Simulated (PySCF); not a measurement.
C₂H₁₂N₂Si₂, SMILES C[Si@H](CN)N[SiH3]. The structure is a stationary point at B3LYP-D3(BJ)/def2-SVP. The structure was generated by enumeration; whether it is a known compound was not checked. Other conformers were not sampled.

**Question.** Give the equilibrium geometry at B3LYP-D3(BJ)/def2-SVP (PySCF confirms it by a frequency run) as a Z-matrix. (Estimate from the structure and the level; the computed values follow.)

**Answer.** This is not unique; one that fits is 
```
Si
N 1 1.7604
H 2 1.0171 1 115.06
Si 2 1.7390 3 116.55 1 -176.42
H 1 1.4914 2 105.79 3 -1.90
H 4 1.4915 2 106.99 3 -173.64
H 4 1.4954 6 109.01 2 -120.88
H 4 1.4959 6 108.36 7 -116.15
C 1 1.8812 5 110.72 2 120.99
H 9 1.1017 1 111.00 5 -56.77
H 9 1.1024 10 107.94 1 121.68
H 9 1.1027 10 108.08 11 116.24
C 1 1.8920 5 110.56 2 -117.01
H 13 1.1059 1 107.79 5 -54.98
H 13 1.1144 14 105.65 1 115.88
N 13 1.4610 14 109.73 15 124.87
H 16 1.0197 13 111.60 14 -68.71
H 16 1.0202 17 106.81 13 120.15
```
